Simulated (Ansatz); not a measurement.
Consider the β-hydride elimination: `C[O][Al]([O]C)[O]C` → `C[O][AlH][O]C` + `C=O`.

Program: Ansatz. Geometries: PBE0-D4/def2-TZVP. ΔE: electronic, gas phase. CBS: MP2 limit from def2 TZ/QZ plus the TZ coupled-cluster correction, frozen cores. This one scheme is used for every species. One conformer a species, not always the lowest.

| species | CCSD(T)/CBS(def2) energy (Eh) |
| --- | --- |
| `C[O][Al]([O]C)[O]C` | -587.23902 |
| `C[O][AlH][O]C` | -472.75553 |
| `C=O` | -114.39408 |

Problem. Work out ΔE.

Solution. ΔE = (-472.75553) + (-114.39408) − (-587.23902) = 0.08941 Eh = +2.43 eV.

Largest T1 diagnostic among the species: 0.015.

The D4 term adds +0.11 eV with B3LYP and +0.06 eV with PBE0; it sums over pairs of atoms, weighted by their polarisabilities, and B3LYP, whose exchange is more repulsive, gets the larger term. From r2SCAN to r2SCAN0 (25 % exact exchange), in def2-TZVPP and without D4, ΔE moves by +0.10 eV.

B3LYP here is the variant with VWN-RPA as its local correlation; programs differ in this.
